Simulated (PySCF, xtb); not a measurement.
Pd(Cl)2(MeCN)2 (C4H6Cl2N2Pd), SMILES CC#[N]->[Pd]([Cl])([Cl])<-[N]#CC, multiplicity 1.

GFN2-xTB in xtb 6.7.1 at its own geometry gives an orbital gap of 2.68 eV and a dipole moment of 0.11 D.

Geometry: B3LYP-D3(BJ)/def2-SVP. The multiplicity is an assumed one; other spin states were not compared. The isomer is the one that the SMILES or the coordinates give; other isomers of the formula were not compared. The def2 effective core potentials stand for the cores of Pd; spin–orbit coupling is left out.

Problem. What does PySCF with HF/def2-SVP give? (The exact figures need the calculation; the answer reports its results.)

Solution. gap 12.35 eV (levels -9.39 and 2.96 eV), dipole 0.01 D.
